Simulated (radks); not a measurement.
Values are calculated unless marked as measured or tabulated.
All-electron atom: Ba+ in [Xe] 6s1.

Code: a radial shooting solver on a logarithmic mesh with Libxc functionals. Model: scalar-relativistic Kohn-Sham, r2SCAN, spin-polarised, spherical densities, finite nucleus; open shells are filled with parallel spins first (spin-orbit coupling, left out, can overturn this in heavy ions); meta-GGA in the generalised Kohn-Sham scheme; Fermi nuclear charge, rms radius 4.8378 fm.

Energy parts (eV):
total: -221393.97
kinetic: 233713.59
electron-nucleus: -535344.46
Hartree: 85622.70
exchange-correlation: -5385.79

Orbitals (lengths in bohr, moments of r in powers of bohr):
| orbital | occ. | eigenvalue (eV) | <r^2> |
|---|---|---|---|
| 1s up | 1 | -37326.13 | 0.0008888 |
| 1s down | 1 | -37326.12 | 0.0008888 |
| 2s up | 1 | -5923.103 | 0.01420 |
| 2s down | 1 | -5923.099 | 0.01420 |
| 2p up | 3 | -5308.756 | 0.01130 |
| 2p down | 3 | -5308.751 | 0.01130 |
| 3s up | 1 | -1261.966 | 0.09703 |
| 3s down | 1 | -1261.957 | 0.09703 |
| 3p up | 3 | -1063.821 | 0.09721 |
| 3p down | 3 | -1063.812 | 0.09721 |
| 3d up | 5 | -776.3684 | 0.08387 |
| 3d down | 5 | -776.3593 | 0.08387 |
| 4s up | 1 | -254.9979 | 0.5129 |
| 4s down | 1 | -254.9734 | 0.5128 |
| 4p up | 3 | -190.7174 | 0.5823 |
| 4p down | 3 | -190.6918 | 0.5822 |
| 4d up | 5 | -97.0759 | 0.7452 |
| 4d down | 5 | -97.0400 | 0.7448 |
| 5s up | 1 | -40.3397 | 3.042 |
| 5s down | 1 | -40.2694 | 3.049 |
| 5p up | 3 | -24.9573 | 4.167 |
| 5p down | 3 | -24.8768 | 4.105 |
| 6s up | 1 | -7.9290 | 21.18 |

The highest occupied level is 6s up at -7.929 eV. The density falls to 0.001 e/bohr^3 at r = 4.75 bohr. The spin density at the nucleus is 16.49 e/bohr^3 (1s 0.11, 2s 0.05, 3s 0.02, 4s 0.06, 5s 0.54, 6s 15.72). Spin moment in Bohr magnetons: 1. The electron density at the nucleus is 3.342e+05 e/bohr^3 (large components only).
